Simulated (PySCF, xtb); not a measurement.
Sb(Me)2 (C₂H₆Sb), SMILES [CH3][Sb+][CH3] (connectivity only; charge and spin as stated), charge +1, multiplicity 1.

Harmonic wavenumbers (cm⁻¹) from GFN2-xTB (xtb 6.7.1) at its own minimum, in rising order: 57, 70, 168, 495, 501, 695, 702, 759, 819, 1239, 1247, 1364, 1377, 1379, 1385, 2975, 2995, 2999, 3002, 3023, 3025.

**Question.** What does PySCF 2.14.0 with B3LYP-D3(BJ)/def2-SVP give at its own minimum? (The exact figures need the calculation; the answer reports its results.)

**Answer.** 62, 82, 188, 513, 522, 596, 644, 750, 852, 1215, 1227, 1378, 1379, 1404, 1406, 2996, 3001, 3103, 3106, 3176, 3177. Paired by order, the mean absolute difference is 44 cm⁻¹ and the zero-point energies are 43.3 and 44.0 kcal/mol.
